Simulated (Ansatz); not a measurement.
A made-up structure of SiH2SeO, singlet:

O1  (0.261, -0.211, 0.262)
Si2  (-0.357, 0.854, -0.798)
Se3  (2.003, -0.214, 0.914)
H4  (-1.716, 0.685, -1.173)
H5  (-0.445, -0.837, 0.485)
(Å)

It is relaxed with PBE-D4/def2-SVP and then PBE0-D4/def2-TZVP (Ansatz 0.2.0). Atoms count as bonded within 1.22 times the sum of their covalent radii (H–H: 0.88 Å). The end point is not checked to be a true minimum.

**Question.** Does its bonding change? (Judge from chemistry; the calculation decides.)

**Answer.** By the calculation: No: no bond forms or breaks.

Where it ends: The first stage lowers the energy by 1.43 eV in 7 steps. It ends as SiH₂SeO ([SiH][OH][Se]):
```
5
angstrom
O 0.1699 -0.1466 0.1773
Si -0.2774 1.0694 -0.9360
Se 1.9842 -0.3095 0.9814
H -1.7043 0.4996 -1.0242
H -0.4257 -0.8357 0.4913
```

Labels in which every atom is bracketed show which atoms are joined, not bond orders.

For scale, one of the runs: PBE0-D4/def2-TZVP relaxation, 128 basis functions, launched by `ansatz run in.yaml --threads 2 --pin off --events-out ev --progress --plain --max-ram 4352MiB`. The run took about 25 s on 2 CPU threads of an Arm Neoverse V1 (shared host).
